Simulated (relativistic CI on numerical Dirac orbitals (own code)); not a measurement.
**Ta²⁺: 4f photoemission**

Computed with this model: Dirac-Coulomb-Breit CI, KLI orbitals optimised for each configuration, model QED (radiative potential, 1s self-energy scaled to tabulated hydrogen-like ionisation energies), valence Slater integrals scaled by 0.9, multiplet model of photoemission in the sudden approximation; configurations [Xe] 4f14 5d3 → [Xe] 4f13 5d3; 300 K; Lorentzian 0.25 eV and Gaussian 0.5 eV FWHM. Energies are those of the free ion, without screening or charge transfer. The energies are binding energies and can lie tens of eV above those of solids. S is read from ⟨S²⟩ = S(S + 1).

Field parameters in Wybourne normalisation: D4h B²₀ = −7Ds, B⁴₀ = 21(Dq − Dt), B⁴₄ = 21√(5/14) Dq. The field is a parameter set, without covalency.

free ion: ground-state S = 1.46, centroid 46.60 eV. Peaks (eV, height): 45.4 (100), 47.6 (67).

D4h, 10Dq = 26400, Ds = -970, Dt = 950 cm⁻¹: ground-state S = 1.48, centroid 46.79 eV. Peaks (eV, height): 45.8 (100), 47.7 (64).

Strongest unbroadened transitions for D4h, 10Dq = 26400, Ds = -970, Dt = 950 cm⁻¹:

| Energy (eV) | Relative strength |
| --- | --- |
| 45.47 | 21.2 |
| 45.48 | 100.0 |
| 45.60 | 53.0 |
| 45.61 | 22.1 |
| 45.62 | 61.0 |
| 45.73 | 31.4 |
| 45.74 | 28.1 |
| 45.77 | 66.5 |
| 45.78 | 37.5 |
| 45.92 | 42.9 |
| 45.93 | 56.5 |
| 45.96 | 39.7 |
| 46.11 | 25.0 |
| 46.16 | 45.4 |
| 47.48 | 27.2 |
| 47.67 | 27.2 |
| 47.84 | 37.8 |
| 47.86 | 28.1 |
